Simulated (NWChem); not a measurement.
System: CClF, singlet; SMILES F[C]Cl

Here is an NWChem input.

```
start job
memory heap 200 mb stack 900 mb global 1100 mb
geometry units angstroms noautosym nocenter noautoz
  F     -0.260633     1.463754     0.000000
  C      0.690215     0.577974     0.000000
  Cl    -0.128102    -1.013010     0.000000
end
basis spherical
  * library def2-tzvpd
end
dft
  xc pbe0
  iterations 150
end
property
  response 1 0.0
end
task dft property
```

Low-valent species are run as closed-shell singlets; no triplet was tried in these runs. All runs use the structure optimised with B3LYP/6-31G* (spherical d).

Static field.

Predict the main results of this run. (PBE0/def2-TZVPD.) Quantities: basis functions; isotropic polarisability (bohr³); anisotropy (bohr³).

number of basis functions: 123
isotropic polarisability (bohr³): 30.6
anisotropy (bohr³): 17.2
